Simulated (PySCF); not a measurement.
B3H6N3, SMILES B1NBNBN1 (connectivity only; charge and spin as stated), charge +1, multiplicity 2.

Geometry optimised at PBE0-D3(BJ)/def2-SVP. The spin state was assumed, not searched.

Level of theory: PBE0-D3(BJ)/def2-SVP run with PySCF.

No scaling factor is applied to the harmonic values.

### Question
Estimate the vibrational spectrum. (The exact figures need the calculation; the answer reports its results.)

### Answer

```
mode  ν (cm⁻¹)  IR (km/mol)  moving atoms (share of kinetic energy)
----  --------  -----------  --------------------------------------
1          162          8.6                  H 46 %, B 30 %, N 23 %
2          215          6.1                  H 47 %, N 33 %, B 20 %
3          224          4.2                  N 45 %, H 30 %, B 26 %
4          265         22.5                  B 42 %, N 38 %, H 20 %
5          499          5.6                  N 50 %, B 34 %, H 16 %
6          565         56.8                          H 78 %, N 16 %
7          647          2.8                  H 64 %, N 18 %, B 18 %
8          767         49.9                  B 40 %, N 35 %, H 25 %
9          805          0.4                  H 66 %, B 23 %, N 12 %
10         849         18.1                  N 69 %, H 16 %, B 15 %
11         890          2.7                  H 56 %, B 31 %, N 13 %
12         900          1.6                  H 69 %, B 21 %, N 10 %
13         918         20.5                          B 70 %, H 23 %
14         928          3.0                  H 46 %, B 30 %, N 25 %
15         940        181.7                  H 60 %, B 26 %, N 14 %
16         945          0.6                  H 52 %, B 31 %, N 17 %
17        1033          0.7                                  H 95 %
18        1063          1.9                          H 84 %, N 13 %
19        1184         27.6                  H 53 %, B 30 %, N 17 %
20        1272          0.3                          H 61 %, B 37 %
21        1290         32.7                          H 58 %, B 38 %
22        1292          1.1                  H 49 %, N 39 %, B 12 %
23        1435        156.1                  N 43 %, H 29 %, B 28 %
24        1489        220.9                  N 50 %, B 29 %, H 22 %
25        2719         51.2                           H 91 %, B 9 %
26        2734         54.2                          H 90 %, B 10 %
27        2740         32.8                          H 90 %, B 10 %
28        3526        183.1                                  H 93 %
29        3612        271.1                                  H 93 %
30        3615        100.5                                  H 93 %
```
